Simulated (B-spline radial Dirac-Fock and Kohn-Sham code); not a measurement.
## Dipole and non-dipole photoemission parameters of Eu 5s

System: neutral europium, configuration 1s2 2s2 2p6 3s2 3p6 3d10 4s2 4p6 4d10 4f7 5s2 5p6 6s2; threshold 48.59 eV (orbital energy of the model). Model: Dirac-Hartree-Slater photoionisation with a Latter tail; cross sections with all multipoles, angular parameters from the dipole term and its interference with E2. Program: a radial atomic solver.

```csv
hν (eV),σ (kb),β,γ
60,71.3,0.933,-0.395
150,85.0,1.863,0.182
200,64.7,1.898,0.258
210,61.4,1.903,0.268
284,42.9,1.923,0.323
310,38.3,1.928,0.335
353,32.2,1.933,0.348
400,27.2,1.938,0.356
800,9.91,1.957,0.335
854,8.95,1.959,0.326
1130,5.74,1.964,0.272
1140,5.66,1.964,0.270
1440,3.84,1.967,0.207
1486.9,3.64,1.967,0.197
2984.4,1.07,1.974,-0.032
3090,1.01,1.974,-0.042
3130,0.983,1.974,-0.046
3180,0.954,1.975,-0.050
3240,0.922,1.975,-0.056
3580,0.766,1.975,-0.081
5030,?,?,?
5414.7,0.350,1.977,-0.129
6350,0.257,1.978,-0.113
6780,0.226,1.978,-0.100
6910,0.217,1.978,-0.095
7420,0.189,1.978,-0.073
7520,0.184,1.978,-0.069
7870,0.168,1.979,-0.051
7990,0.163,1.979,-0.045
13700,0.0536,1.979,0.377
```

Problem. Give the values at 5030 eV.

Solution. σ = 0.403 kb, β = 1.977, γ = -0.128. For an s subshell δ is negligible.

Values without a named source are computed, but for edge energies of neutral atoms, which are taken from tables.
